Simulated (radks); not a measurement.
Mo41+, configuration 1s1. Method: scalar-relativistic Kohn-Sham, SCAN, spin-polarised, spherical densities, finite nucleus; open shells are filled with parallel spins first (spin-orbit coupling, left out, can overturn this in heavy ions); meta-GGA in the generalised Kohn-Sham scheme; Fermi nuclear charge, rms radius 4.4091 fm; computed with a radial shooting solver on a logarithmic mesh with Libxc functionals.

Normalised radial functions P(r) = r R(r), r in bohr:

```
   r/bohr * 1s up (the largest magnitude, 4.81, reaches the edge; | marks zero)
 0.002541 |               *
 0.002958 |                 *
 0.003444 |                    *
 0.003977 |                      *
  0.00463 |                         *
  0.00539 |                            *
 0.006275 |                               *
 0.007306 |                                   *
 0.008437 |                                      *
 0.009822 |                                          *
  0.01143 |                                             *
  0.01331 |                                                *
  0.01537 |                                                   *
   0.0179 |                                                     *
  0.02083 |                                                      *
  0.02426 |                                                      *
  0.02824 |                                                     *
  0.03261 |                                                  *
  0.03796 |                                              *
   0.0442 |                                         *
  0.05145 |                                   *
   0.0599 |                            *
  0.06917 |                      *
  0.08053 |               *
  0.09375 |          *
   0.1091 |      *
   0.1271 |   *
```

1s up: eigenvalue -24348 eV, 0 radial nodes, <r> = 0.0346 bohr, 90 % of the charge inside 0.0618 bohr.
